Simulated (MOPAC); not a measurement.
Input for MOPAC: PM7 on CH5BF3N (a complex), monomers drawn apart or pushed together.

```
PM7 1SCF PRECISE CHARGE=0 THREADS=1
CH5BF3N

F     -0.55505574 1    -1.01569417 1     0.57119223 1
B     -0.06718219 1     0.21498355 1     0.94590464 1
F     -0.79610066 1     1.27626708 1     0.45882683 1
F      1.29214650 1     0.34956323 1     0.78141550 1
C      0.38470735 1    -0.73928451 1     3.20278755 1
N     -0.31355019 1     0.31872857 1     2.43392899 1
H      1.45007393 1    -0.65472705 1     3.00661897 1
H      0.03566641 1    -1.70462341 1     2.84647629 1
H      0.19099029 1    -0.64114698 1     4.26988204 1
H     -0.01235727 1     1.24161940 1     2.73837606 1
H     -1.31789015 1     0.27180262 1     2.58961003 1
```

It printed:

```
*******************************************************************************
 **                                                                           **
 **                              MOPAC v23.2.5                                **
 **                                                                           **
 *******************************************************************************
 ** MOPAC's Digital Object Identifier: https://doi.org/10.5281/zenodo.6511958 **
 **                                                                           **
 ** Please cite the open-source release paper for use of this MOPAC version:  **
 ** J. E. Moussa and J. J. P. Stewart (2026)                                  **
 ** MOPAC: An open-source semiempirical molecular orbital program             **
 ** J. Open Source Softw., 11(119), 8025, https://doi.org/10.21105/joss.08025 **
 *******************************************************************************

                              PM7 CALCULATION RESULTS

 *******************************************************************************
 *  PM7        - The PM7 Hamiltonian to be used
 *
 *
 *
 *                 CHARGE ON SYSTEM = 0
 *
 *
 *
 *  PRECISE    - TIGHTER CRITERIA TO BE USED
 *  1SCF       - DO 1 SCF AND THEN STOP
 *  THREADS=1  - MULTI-THREADING NOT USED
 *  T=         - A TIME OF 172800.0 SECONDS REQUESTED
 *  DUMP=N     - RESTART FILE WRITTEN EVERY 7200.0 SECONDS REQUESTED
 *******************************************************************************
PM7 1SCF PRECISE CHARGE=0 THREADS=1
 CH5BF3N

   ATOM   CHEMICAL          X               Y               Z
  NUMBER   SYMBOL      (ANGSTROMS)     (ANGSTROMS)     (ANGSTROMS)

     1       F         -0.55505574  *  -1.01569417  *   0.57119223  *
     2       B         -0.06718219  *   0.21498355  *   0.94590464  *
     3       F         -0.79610066  *   1.27626708  *   0.45882683  *
     4       F          1.29214650  *   0.34956323  *   0.78141550  *
     5       C          0.38470735  *  -0.73928451  *   3.20278755  *
     6       N         -0.31355019  *   0.31872857  *   2.43392899  *
     7       H          1.45007393  *  -0.65472705  *   3.00661897  *
     8       H          0.03566641  *  -1.70462341  *   2.84647629  *
     9       H          0.19099029  *  -0.64114698  *   4.26988204  *
    10       H         -0.01235727  *   1.24161940  *   2.73837606  *
    11       H         -1.31789015  *   0.27180262  *   2.58961003  *



          CARTESIAN COORDINATES

    NO.       ATOM           X           Y           Z

     1         F         -0.5551     -1.0157      0.5712
     2         B         -0.0672      0.2150      0.9459
     3         F         -0.7961      1.2763      0.4588
     4         F          1.2921      0.3496      0.7814
     5         C          0.3847     -0.7393      3.2028
     6         N         -0.3136      0.3187      2.4339
     7         H          1.4501     -0.6547      3.0066
     8         H          0.0357     -1.7046      2.8465
     9         H          0.1910     -0.6411      4.2699
    10         H         -0.0124      1.2416      2.7384
    11         H         -1.3179      0.2718      2.5896

 General Reference for PM7:
 "Optimization of Parameters for Semiempirical Methods VI: More Modifications to the
 NDDO Approximations and Re-optimization of Parameters", J. J. P. Stewart, J. Mol. Mod., 1:32, 19 (2013)
 https://link.springer.com/article/10.1007/s00894-012-1667-x

           Empirical Formula: C H5 N F3 B  =    11 atoms



      MOLECULAR POINT GROUP   :   Cs


      RHF CALCULATION, NO. OF DOUBLY OCCUPIED LEVELS = 19


 -------------------------------------------------------------------------------
 PM7 1SCF PRECISE CHARGE=0 THREADS=1
 CH5BF3N



     1SCF WAS SPECIFIED, SO BFGS WAS NOT USED
     SCF FIELD WAS ACHIEVED


                              PM7 CALCULATION
                                                       MOPAC v23.2.5 Linux




          FINAL HEAT OF FORMATION =       -284.17559 KCAL/MOL =   -1188.99065 KJ/MOL


          COSMO AREA              =        114.98 SQUARE ANGSTROMS
          COSMO VOLUME            =        101.80 CUBIC ANGSTROMS

          IONIZATION POTENTIAL    =         12.671281 EV
          HOMO LUMO ENERGIES (EV) =        -12.671  1.031
          NO. OF FILLED LEVELS    =         19
          MOLECULAR WEIGHT        =         98.8624         POINT GROUP:  Cs

          MOLECULAR DIMENSIONS (Angstroms)

            Atom       Atom       Distance
            H     9    F     3     4.37892
            H    11    F     4     3.00811
            H    10    F     1     2.97710


          SCF CALCULATIONS        =          1





   ATOM   CHEMICAL          X               Y               Z
  NUMBER   SYMBOL      (ANGSTROMS)     (ANGSTROMS)     (ANGSTROMS)

     1       F         -0.55505574  *  -1.01569417  *   0.57119223  *
     2       B         -0.06718219  *   0.21498355  *   0.94590464  *
     3       F         -0.79610066  *   1.27626708  *   0.45882683  *
     4       F          1.29214650  *   0.34956323  *   0.78141550  *
     5       C          0.38470735  *  -0.73928451  *   3.20278755  *
     6       N         -0.31355019  *   0.31872857  *   2.43392899  *
     7       H          1.45007393  *  -0.65472705  *   3.00661897  *
     8       H          0.03566641  *  -1.70462341  *   2.84647629  *
     9       H          0.19099029  *  -0.64114698  *   4.26988204  *
    10       H         -0.01235727  *   1.24161940  *   2.73837606  *
    11       H         -1.31789015  *   0.27180262  *   2.58961003  *

                             CARTESIAN COORDINATES

   1    F       -0.555055740    -1.015694170     0.571192230
   2    B       -0.067182190     0.214983550     0.945904640
   3    F       -0.796100660     1.276267080     0.458826830
   4    F        1.292146500     0.349563230     0.781415500
   5    C        0.384707350    -0.739284510     3.202787550
   6    N       -0.313550190     0.318728570     2.433928990
   7    H        1.450073930    -0.654727050     3.006618970
   8    H        0.035666410    -1.704623410     2.846476290
   9    H        0.190990290    -0.641146980     4.269882040
  10    H       -0.012357270     1.241619400     2.738376060
  11    H       -1.317890150     0.271802620     2.589610030


           Empirical Formula: C H5 N F3 B  =    11 atoms



      MOLECULAR POINT GROUP   :   Cs


                  EIGENVALUES
 -39.23178 -38.71005 -38.67261 -38.05364 -25.50826 -19.57478 -18.89337 -17.57612
 -16.25167 -15.72685 -15.50220 -14.86525 -14.40006 -14.16139 -14.11382 -14.04318
 -13.20534 -13.19702 -12.67128   1.03147   2.17600   2.75127   2.75283   3.87324
   4.17028   4.20101   4.87430   5.18010   5.30541


              NET ATOMIC CHARGES AND DIPOLE CONTRIBUTIONS

  ATOM NO.   TYPE          CHARGE      No. of ELECS.   s-Pop       p-Pop
    1          F          -0.346771        7.3468     1.95324     5.39353
    2          B           0.508584        2.4914     0.64902     1.84239
    3          F          -0.352339        7.3523     1.95346     5.39888
    4          F          -0.346733        7.3467     1.95323     5.39350
    5          C          -0.324845        4.3248     1.06810     3.25674
    6          N          -0.188804        5.1888     1.49223     3.69657
    7          H           0.187938        0.8121     0.81206
    8          H           0.187875        0.8121     0.81212
    9          H           0.148407        0.8516     0.85159
   10          H           0.263346        0.7367     0.73665
   11          H           0.263341        0.7367     0.73666
 DIPOLE           X         Y         Z       TOTAL
 POINT-CHG.    -0.566    -0.333     7.143     7.173
 HYBRID        -0.270     0.344     0.126     0.455
 SUM           -0.836     0.012     7.268     7.316


          ATOMIC ORBITAL ELECTRON POPULATIONS

     Atom    s        px        py        pz
    1  F   1.95324   1.89859   1.56752   1.92743
    2  B   0.64902   0.62567   0.62470   0.59203
    3  F   1.95346   1.82275   1.66957   1.90655
    4  F   1.95323   1.48347   1.95766   1.95237
    5  C   1.06810   1.14231   1.03720   1.07723
    6  N   1.49223   1.20128   1.17215   1.32314
    7  H   0.81206
    8  H   0.81212
    9  H   0.85159
   10  H   0.73665
   11  H   0.73666

 **********************
 *                    *
 * JOB ENDED NORMALLY *
 *                    *
 **********************




 == MOPAC DONE ==
```

The run finished.

Cost: very roughly 0.04 core-seconds.
